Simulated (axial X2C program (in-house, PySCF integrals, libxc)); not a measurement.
## RuH: from Re and ωe to a spectrum

A bond curve at the PBE0 level, with spin–orbit coupling, was computed with an in-house relativistic program for diatomic molecules (basis Ru dyall-cv3z [12s12p8d5f3g], H dyall-v3z [6s2p1d] (cores contracted in-house)) for the state Ω = 3/2 (⟨Sz⟩ = 1.49, ⟨Lz⟩ = 0.01 at PBE0). Its fit gives Re = 1.5837 Å, ωe = 1966.0 cm⁻¹, ωexe = 34.8 cm⁻¹ and αe = 1.968e-01 cm⁻¹; the masses are 101.9043 and 1.0078 u. Two-component means X2C with spin–orbit coupling and atomic mean-field Coulomb and Gaunt terms.

Question: Find the reduced mass, Be and the force constant.

Answer: From the PBE0 values: μ = 0.9979 u. Be = 16.8576/(μ Re²) = 6.735 cm⁻¹. k = 5.8918×10⁻⁷ μ ωe² = 2.27 mdyn/Å.

Question: Scale the constants to the deuteride (D 2.0141 u) within the Born–Oppenheimer picture.

Answer: ρ = √(μH/μD) = 0.7108; ωe = 1397.5, ωexe = 17.6, Be = 3.403 cm⁻¹; the zero-point energy falls by 280 cm⁻¹.

Question: The dipole moment p changes by 2.09 D/Å at Re. What harmonic infrared intensity follows?

Answer: I = 42.256 × (dp/dR)²/μ = 180 km/mol.

Question: Where do the fundamental and the first overtone lie?

Answer: ν(1←0) = ωe − 2ωexe = 1896.4 cm⁻¹; ν(2←0) = 2ωe − 6ωexe = 3723.2 cm⁻¹.

Question: A Morse curve ties αe to the other constants (Pekeris). How well does that hold?

Answer: αe(Morse) = 6Be²/ωe × (√(ωexe/Be) − 1) = 1.762e-01 cm⁻¹; the PBE0 curve gives 1.968e-01 cm⁻¹, a ratio of 0.90.

The state is one determinant whose occupation by symmetry is held fixed; it was picked as the lowest of a PBE0 search that is not exhaustive. Density functionals use the spin component along the axis (collinear). Other states lie close and PBE0, whose exact exchange favours high spin, may order them wrongly; the determinant shown need not be the ground state. The nearest other 2c determinant of the search, Ω = 9/2, lies 0.20 eV up at the distance of the search. With several unpaired electrons one determinant need not be a pure state. This is the top spin component of a Σ state; components of lower Ω are not single determinants and can lie lower.
